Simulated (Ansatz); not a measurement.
This geometry of CH₈B₂Si (12 atoms, charge 0, multiplicity 1) is a first-order saddle point.

Method: RKS PBE/def2-SVP in Ansatz 0.2.0.

```xyz
12
Properties=species:S:1:pos:R:3
B -0.911 1.344 -0.261
C -0.415 -0.087 0.093
B 0.068 -0.045 1.589
Si 0.828 -0.912 -1.082
H -2.034 1.714 0.030
H -0.159 2.136 -0.806
H -1.333 -0.708 0.290
H 1.094 -0.606 1.937
H -0.597 0.516 2.444
H 2.113 -0.130 -1.060
H 0.318 -0.952 -2.499
H 1.104 -2.325 -0.640
```

Task: Which two structures does it join? (They come from a converged band through this point; their orientation in space is the band's.)

Result: No bond is made or broken. The dihedral Si4–C2–B3–H8 goes from -108 to 71°. The two ends are copies of one structure, up to a mirror image or an exchange of like atoms.

First end point:

```xyz
12
Properties=species:S:1:pos:R:3
B -1.104 1.300 -0.145
C -0.716 -0.171 0.093
B 0.145 -0.383 1.370
Si 0.883 -0.563 -0.923
H -2.248 1.595 -0.446
H -0.283 2.188 -0.004
H -1.475 -0.950 -0.115
H 0.000 -1.374 2.062
H 0.989 0.442 1.677
H 1.621 0.671 -1.337
H 0.460 -1.382 -2.107
H 1.805 -1.427 -0.089
```

Last end point:

```xyz
12
Properties=species:S:1:pos:R:3
B -1.103 1.301 -0.146
C -0.714 -0.170 0.089
B 0.142 -0.382 1.370
Si 0.886 -0.565 -0.923
H -2.248 1.595 -0.441
H -0.282 2.190 -0.006
H -1.473 -0.948 -0.118
H 0.987 0.440 1.682
H -0.010 -1.373 2.061
H 1.625 0.669 -1.337
H 0.462 -1.383 -2.109
H 1.806 -1.429 -0.088
```

Task: How far does it lie above each of them?

Result: 0.35 eV above the first and 0.35 eV above the second. This is the barrier of this one path; another mechanism may lie lower.

Time of the run: 4.7 min on 2 threads of Arm Neoverse V1 (shared host), peak memory 0.13 GiB.
